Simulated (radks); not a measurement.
Cu+, 28 electrons, occupied as [Ar] 3d10.

All-electron calculation, Dirac Kohn-Sham, PBE, spin-unpolarised, spherical densities, finite nucleus; Fermi nuclear charge, rms radius 3.8823 fm. Program: a radial shooting solver on a logarithmic mesh with Libxc functionals.

Energy parts (eV):
total: -45023.820
kinetic: 45803.849
electron-nucleus: -108291.244
Hartree: 19298.586
exchange-correlation: -1835.011

Orbitals (lengths in bohr, moments of r in powers of bohr):
[
 {"orbital": "1s1/2", "occ.": "2", "eigenvalue (eV)": "-8857.468", "<r^2>": "0.003656"},
 {"orbital": "2s1/2", "occ.": "2", "eigenvalue (eV)": "-1070.473", "<r^2>": "0.06521"},
 {"orbital": "2p1/2", "occ.": "2", "eigenvalue (eV)": "-938.7900", "<r^2>": "0.05122"},
 {"orbital": "2p3/2", "occ.": "4", "eigenvalue (eV)": "-918.2911", "<r^2>": "0.05277"},
 {"orbital": "3s1/2", "occ.": "2", "eigenvalue (eV)": "-123.2886", "<r^2>": "0.5876"},
 {"orbital": "3p1/2", "occ.": "2", "eigenvalue (eV)": "-82.5038", "<r^2>": "0.6542"},
 {"orbital": "3p3/2", "occ.": "4", "eigenvalue (eV)": "-79.9320", "<r^2>": "0.6735"},
 {"orbital": "3d3/2", "occ.": "4", "eigenvalue (eV)": "-13.8228", "<r^2>": "1.405"},
 {"orbital": "3d5/2", "occ.": "6", "eigenvalue (eV)": "-13.5499", "<r^2>": "1.435"}
]

The highest occupied level is 3d5/2 at -13.550 eV. For comparison, the ionisation energy in NIST's Atomic Spectra Database is 20.292 eV (measured). In exact Kohn-Sham theory the highest level is minus the ionisation energy, but local and semilocal functionals leave it too shallow, through self-interaction and a potential that decays too fast; potentials with the right tail come closer. The density falls to 0.001 e/bohr^3 at r = 3.32 bohr. The electron density at the nucleus is 2.219e+04 e/bohr^3. Summed over all electrons, <r^2> = 19.86 bohr^2, which gives a Langevin (diamagnetic) susceptibility term of -15.7 x 10^-6 cm^3/mol.
